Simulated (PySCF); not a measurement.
Working out the ionisation energy of Yb

Yb [Xe] 4f14 6s2 (1S) → Yb⁺ [Xe] 4f14 6s1 (2S). All numbers are calculated (PySCF 2.14, the spin-free X2C one-electron Hamiltonian (Gaussian nucleus), in cc-pVDZ-X2C (8s7p5d3f1g, 84 functions)). Frozen: [Ar] 3d10. Energies in hartree (1 hartree = 27.21139 eV):

```tsv
part	Yb (lower)	Yb⁺ (upper)
UHF	-14054.449894	-14054.261006
MP2 opposite-spin	-0.906919	-0.878349
MP2 same-spin	-0.583121	-0.574134
```

Problem. What does Hartree-Fock give?

Solution. (-14054.261006) − (-14054.449894) = 0.188888 hartree = 5.140 eV.

Problem. What do MP2 and SCS-MP2 (6/5 opposite-spin, 1/3 same-spin) give?

Solution. The opposite-spin parts differ by 0.777 eV and the same-spin parts by 0.245 eV. MP2: 5.140 + (0.777) + (0.245) = 6.162 eV. SCS-MP2: 5.140 + 1.2 × (0.777) + (0.245)/3 = 6.154 eV.

Measured between the centres of the two terms (NIST): 6.254 eV, so MP2 (valence and next inner shell) is off by -0.092 eV.

A double-zeta basis recovers only part of the correlation energy.

What remains against the reference includes basis incompleteness, the frozen core and correlation beyond second order.
